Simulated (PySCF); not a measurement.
C₂H₆N (SMILES [CH2-]NC), charge -1, singlet, geometry from GFN2-xTB (in this run its highest filled SCF level lies above zero, so its values depend strongly on the basis, on diffuse functions most of all); BLYP/3-21G run with PySCF.

Here is a job for PySCF.
```python
from pyscf import gto, scf, dft

mol = gto.M(
    atom='''
C     0.068388   -0.343447    1.280013
N    -0.020316    0.577285    0.030283
C    -0.014644   -0.232449   -1.156616
H     0.074469    0.429802    2.123582
H    -1.001283   -0.749206    1.345617
H     0.851123    1.116069    0.047208
H     0.820505   -0.966737   -1.224493
H     0.018715    0.396171   -2.064198
H    -0.943784   -0.811711   -1.180078
''',
    basis='3-21g',
    charge=-1,
    spin=0,
    verbose=4,
)

mf = dft.RKS(mol)
mf.xc = 'blyp'
mf.diis = False
mf.damp = 0.6
mf.diis_start_cycle = 200
mf.max_cycle = 150
mf.kernel()
```

Q: What does PySCF print? Leave out banner, timings and long lists.

A: 
```
PySCF version 2.14.0

[INPUT] verbose = 4
[INPUT] num. atoms = 9
[INPUT] num. electrons = 26
[INPUT] charge = -1
[INPUT] spin (= nelec alpha-beta = 2S) = 0
[INPUT] symmetry False subgroup None
[INPUT] Mole.unit = angstrom
[INPUT] Symbol           X                Y                Z      unit          X                Y                Z       unit  Magmom
[...]
nuclear repulsion = 75.8101513173345
number of shells = 27
number of NR pGTOs = 63
number of NR cGTOs = 39
basis = 3-21g
ecp = {}

******** <class 'pyscf.dft.rks.RKS'> ********
method = RKS
initial guess = minao
damping factor = 0.6
level_shift factor = 0
DIIS disabled
SCF conv_tol = 1e-09
SCF conv_tol_grad = None
SCF max_cycles = 150
direct_scf = True
direct_scf_tol = 1e-13
XC library pyscf.dft.libxc version 7.1.2
    S. Lehtola, C. Steigemann, M. J. T. Oliveira, and M. A. L. Marques,  SoftwareX 7, 1–5 (2018)
XC functionals = blyp
    A. D. Becke,  Phys. Rev. A 38, 3098 (1988)
    C. Lee, W. Yang, and R. G. Parr,  Phys. Rev. B 37, 785 (1988)
    B. Miehlich, A. Savin, H. Stoll, and H. Preuss,  Chem. Phys. Lett. 157, 200 (1989)
radial grids:
    Treutler-Ahlrichs [JCP 102, 346 (1995); DOI:10.1063/1.469408] (M4) radial grids

becke partition: Becke, JCP 88, 2547 (1988); DOI:10.1063/1.454033
pruning grids: <function nwchem_prune>
grids dens level: 3
symmetrized grids: False
atomic radii adjust function: <function treutler_atomic_radii_adjust>
small_rho_cutoff = 0
Set gradient conv threshold to 3.16228e-05
Initial guess from minao.
tot grids = 100992
init E= -133.543971648877
[...]
cycle= 1 E= -133.491128384846  delta_E= 0.0528  |g|= 0.625  |ddm|= 2.64
[...]
cycle= 2 E= -133.60715566084  delta_E= -0.116  |g|=  0.1  |ddm|= 0.939
[...]
cycle= 3 E= -133.610535241029  delta_E= -0.00338  |g|= 0.0538  |ddm|= 0.224
[...]
cycle= 4 E= -133.61140127978  delta_E= -0.000866  |g|= 0.0293  |ddm|= 0.117
[...]
cycle= 5 E= -133.611641098496  delta_E= -0.00024  |g|= 0.016  |ddm|= 0.0604
[...]
cycle= 6 E= -133.611710488181  delta_E= -6.94e-05  |g|= 0.00881  |ddm|= 0.0319
[...]
cycle= 7 E= -133.611731089484  delta_E= -2.06e-05  |g|= 0.00485  |ddm|= 0.0171
[...]
cycle= 8 E= -133.611737294486  delta_E= -6.21e-06  |g|= 0.00268  |ddm|= 0.00936
[...]
cycle= 9 E= -133.611739180124  delta_E= -1.89e-06  |g|= 0.00148  |ddm|= 0.00517
[...]
cycle= 10 E= -133.611739756917  delta_E= -5.77e-07  |g|= 0.00082  |ddm|= 0.00288
[...]
cycle= 11 E= -133.611739934338  delta_E= -1.77e-07  |g|= 0.000455  |ddm|= 0.00161
[...]
cycle= 12 E= -133.611739989195  delta_E= -5.49e-08  |g|= 0.000253  |ddm|= 0.000903
[...]
cycle= 13 E= -133.611740006243  delta_E= -1.7e-08  |g|= 0.000141  |ddm|= 0.000508
[...]
cycle= 14 E= -133.611740011567  delta_E= -5.32e-09  |g|= 7.87e-05  |ddm|= 0.000287
[...]
cycle= 15 E= -133.611740013238  delta_E= -1.67e-09  |g|= 4.41e-05  |ddm|= 0.000163
[...]
cycle= 16 E= -133.611740013765  delta_E= -5.27e-10  |g|= 2.47e-05  |ddm|= 9.22e-05
[...]
Extra cycle  E= -133.611740014009  delta_E= -2.44e-10  |g|= 2.74e-06  |ddm|= 0.000131
converged SCF energy = -133.611740014009
```
